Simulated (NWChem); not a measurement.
Species: tin monoxide (SnO, singlet); SMILES [Sn]=[O]

Program: NWChem. Low-valent species are run as closed-shell singlets; no triplet was tried in these runs. Coordinates come from a PBE0-D3(BJ)/def2-TZVP optimisation. def2 effective core potentials on Sn; no spin-orbit coupling. Level PBE0/def2-SVPD: energy and gradient; each run changes one setting, and changes count from the defaults (medium grid, exact Coulomb integrals, symmetry on).

```tsv
setting	size of the energy change (μHa)	largest change of a gradient component (μHa/bohr)
defaults	< 10	< 30
Becke weights	< 10	100
tight SCF thresholds and tolerances	< 10	< 30
symmetry off	< 10	other frame
```
